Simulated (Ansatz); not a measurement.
Start from `CC([SiH3])Br` and change one element to get `CC([SiH3])I`.

Ansatz, PBE0-D4/def2-TZVP geometries, multiplicity 1. 

Elements past krypton have def2 core potentials. Scalar relativity is left out up to krypton. Spin–orbit coupling is left out; it splits and shifts lone-pair levels of the heavy atoms by tenths of an eV.

```json
{"property": "LUMO energy (B3LYP/def2-TZVPP) / eV", "`CC([SiH3])Br`": "-0.60"}
{"property": "HOMO energy (ωB97M-V/def2-TZVPP) / eV", "`CC([SiH3])Br`": "-9.94"}
{"property": "LUMO energy (PBE/def2-TZVPP) / eV", "`CC([SiH3])Br`": "-1.34"}
{"property": "LUMO energy (PBE0/def2-TZVPP) / eV", "`CC([SiH3])Br`": "-0.35"}
{"property": "HOMO energy (B3LYP/def2-TZVPP) / eV", "`CC([SiH3])Br`": "-7.48"}
{"property": "HOMO energy (PBE/def2-TZVPP) / eV", "`CC([SiH3])Br`": "-6.48"}
```

(1) What does the change do to each property? (Estimate.)

Answers

(1) Ansatz gave: 
```json
{"property": "LUMO energy (B3LYP/def2-TZVPP) / eV", "`CC([SiH3])I`": "-1.28", "shift": "-0.68"}
{"property": "HOMO energy (ωB97M-V/def2-TZVPP) / eV", "`CC([SiH3])I`": "-9.38", "shift": "0.56"}
{"property": "LUMO energy (PBE/def2-TZVPP) / eV", "`CC([SiH3])I`": "-1.96", "shift": "-0.62"}
{"property": "LUMO energy (PBE0/def2-TZVPP) / eV", "`CC([SiH3])I`": "-1.06", "shift": "-0.71"}
{"property": "HOMO energy (B3LYP/def2-TZVPP) / eV", "`CC([SiH3])I`": "-6.99", "shift": "0.49"}
{"property": "HOMO energy (PBE/def2-TZVPP) / eV", "`CC([SiH3])I`": "-6.11", "shift": "0.37"}
```

With PBE0 the HOMO rises by 0.49 eV and the LUMO falls by 0.71 eV, so the gap narrows by about 1.20 eV. PBE moves the HOMO by 0.37 eV and ωB97M-V by 0.56 eV.

Positive LUMOs are unbound, so they and the gaps depend on the basis.

B3LYP here is the variant with VWN-RPA as its local correlation; programs differ in this.
